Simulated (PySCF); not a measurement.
Atom-mapped SMILES (the numbers label the heavy atoms): `[CH3:1][C:2](=[O:3])[NH:4][CH2:5][C:6]([F:7])=[C:8]([F:9])[F:10]`. Each H is labelled by its parent atom.

Geometry: GFN2-xTB; GIAO shifts from PySCF 2.14, gas phase, non-relativistic, averaged over equivalent atoms.

At WP04/6-31G* (152 basis functions, roughly 60 core-seconds):
```json
{"atoms": "C2", "δ (ppm)": "152.0"}
{"atoms": "C8", "δ (ppm)": "150.7"}
{"atoms": "C6", "δ (ppm)": "128.2"}
{"atoms": "C5", "δ (ppm)": "38.6"}
{"atoms": "C1", "δ (ppm)": "22.0"}
{"atoms": "O3", "δ (ppm)": "356.3"}
{"atoms": "N4", "δ (ppm)": "101.0"}
{"atoms": "F9", "δ (ppm)": "-97.9"}
{"atoms": "F10", "δ (ppm)": "-110.5"}
{"atoms": "F7", "δ (ppm)": "-174.6"}
{"atoms": "H(N4)", "δ (ppm)": "4.71"}
{"atoms": "H(C5)", "δ (ppm)": "4.24"}
{"atoms": "H(C1)", "δ (ppm)": "1.73"}
```

Scale: ¹³C (σ = 186.09 ppm) and ¹H (σ = 32.67 ppm) vs TMS; ¹⁷O (σ = 314.46 ppm) vs H2O; NH3 for ¹⁵N (σ = 248.42 ppm); ¹⁹F (σ = 194.21 ppm) against CFCl3 (reference shieldings calculated alike).

Problem. What do these become at KT3/6-311G**?

Solution. 
| atoms | δ at KT3/6-311G** | change |
| --- | --- | --- |
| C2 | 151.9 | -0.1 |
| C8 | 154.5 | +3.8 |
| C6 | 127.4 | -0.8 |
| C5 | 38.8 | +0.2 |
| C1 | 21.8 | -0.2 |
| O3 | 391.9 | +35.6 |
| N4 | 125.7 | +24.7 |
| F9 | -134.0 | -36.1 |
| F10 | -146.6 | -36.1 |
| F7 | -223.2 | -48.6 |
| H(N4) | 5.07 | +0.36 |
| H(C5) | 4.55 | +0.31 |
| H(C1) | 1.81 | +0.08 |

Shifts are taken against calculated references (same method and geometry level): TMS for ¹³C (σ = 191.20 ppm) and ¹H (σ = 32.22 ppm); ¹⁷O (σ = 340.89 ppm) against H2O; ¹⁵N (σ = 274.60 ppm) vs NH3; ¹⁹F (σ = 137.34 ppm) against CFCl3.

The largest change is at F7 (vinylic fluorine). Cost: 216 basis functions, of the order of 2.9 core-minutes. The order of the carbon signals changes between the two levels.

Hydrogen bonding in solution deshields acid and N–H amide carbonyl carbons by as much as 10 ppm beyond these values. Unscaled 19F shifts against computed CFCl3 carry errors that often reach 10 to 50 ppm. Unscaled 17O shifts of doubly bonded oxygen tend to come out too high, by tens of ppm or more. Experimental scales use liquid or dissolved standards, which lie at an offset from isolated NH3 (liquid NH3: subtract about 20 ppm) and H2O (liquid H2O: subtract about 36 ppm).
